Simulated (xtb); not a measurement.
xtb input (GFN1-xTB):

```bash
xtb mol.xyz --gfn 1 --sp --chrg 0 --uhf 0
```
mol.xyz:
```
3

Pb     0.00287726     0.00331022     0.46954697
Cl     1.23637282     1.42415907    -1.15015183
Cl    -1.25025137    -1.44012601    -1.11472177
```

End of the output:

```
         :::::::::::::::::::::::::::::::::::::::::::::::::::::
         ::                     SUMMARY                     ::
         :::::::::::::::::::::::::::::::::::::::::::::::::::::
         :: total energy             -10.230434214348 Eh    ::
         :: gradient norm              0.004470593226 Eh/a0 ::
         :: HOMO-LUMO gap              3.406194210684 eV    ::
         ::.................................................::
         :: SCC energy               -10.232977803128 Eh    ::
         :: -> electrostatic           0.047353526219 Eh    ::
         :: repulsion energy           0.003634982722 Eh    ::
         :: dispersion energy         -0.001091393941 Eh    ::
         :: halogen bond corr.         0.000000000000 Eh    ::
         :: add. restraining           0.000000000000 Eh    ::
         :: total charge              -0.000000000000 e     ::
         :::::::::::::::::::::::::::::::::::::::::::::::::::::

           -------------------------------------------------
          |                Property Printout                |
           -------------------------------------------------

    * Orbital Energies and Occupations

         #    Occupation            Energy/Eh            Energy/eV
      -------------------------------------------------------------
         1        2.0000           -0.8750621             -23.8117
         2        2.0000           -0.8702925             -23.6819
         3        2.0000           -0.7578568             -20.6223
         4        2.0000           -0.4862888             -13.2326
         5        2.0000           -0.4711653             -12.8211
         6        2.0000           -0.4672988             -12.7158
         7        2.0000           -0.4553963             -12.3920
         8        2.0000           -0.4532423             -12.3334
         9        2.0000           -0.4444124             -12.0931 (HOMO)
        10                         -0.3192371              -8.6869 (LUMO)
        11                         -0.1889432              -5.1414
        12                         -0.1620765              -4.4103
        13                         -0.0069448              -0.1890
        14                         -0.0068126              -0.1854
        15                         -0.0065456              -0.1781
        16                         -0.0063935              -0.1740
        17                         -0.0061154              -0.1664
Note: The following floating-point exceptions are signalling: IEEE_DENORMAL
normal termination of xtb
        18                         -0.0050764              -0.1381
        19                         -0.0013395              -0.0365
        20                          0.0063112               0.1717
       ...                                ...                  ...
        22                          0.0548312               1.4920
      -------------------------------------------------------------
                  HL-Gap            0.1251753 Eh            3.4062 eV
             Fermi-level           -0.3818248 Eh          -10.3900 eV

  Mulliken/CM5 charges         n(s)   n(p)   n(d)
     1Pb    0.77236  0.80317   1.977  1.251  0.000
     2Cl   -0.38618 -0.40158   1.961  5.431 -0.006
     3Cl   -0.38618 -0.40158   1.961  5.431 -0.006

Wiberg/Mayer (AO) data.
largest (>0.10) Wiberg bond orders for each atom

 ---------------------------------------------------------------------------
     #   Z sym  total        # sym  WBO       # sym  WBO       # sym  WBO
 ---------------------------------------------------------------------------
     1  82 Pb   1.879 --     2 Cl   0.939     3 Cl   0.939
     2  17 Cl   0.984 --     1 Pb   0.939
     3  17 Cl   0.984 --     1 Pb   0.939
 ---------------------------------------------------------------------------

Topologies differ in total number of bonds
Writing topology from bond orders to xtbtopo.mol

 dipole moment from electron density (au)
     X       Y       Z
   0.0160   0.0184   2.6034  total (Debye):    6.617

           -------------------------------------------------
          | TOTAL ENERGY              -10.230434214348 Eh   |
          | GRADIENT NORM               0.004470593226 Eh/α |
          | HOMO-LUMO GAP               3.406194210684 eV   |
           -------------------------------------------------

------------------------------------------------------------------------
------------------------------------------------------------------------
 total:
 SCF:
```
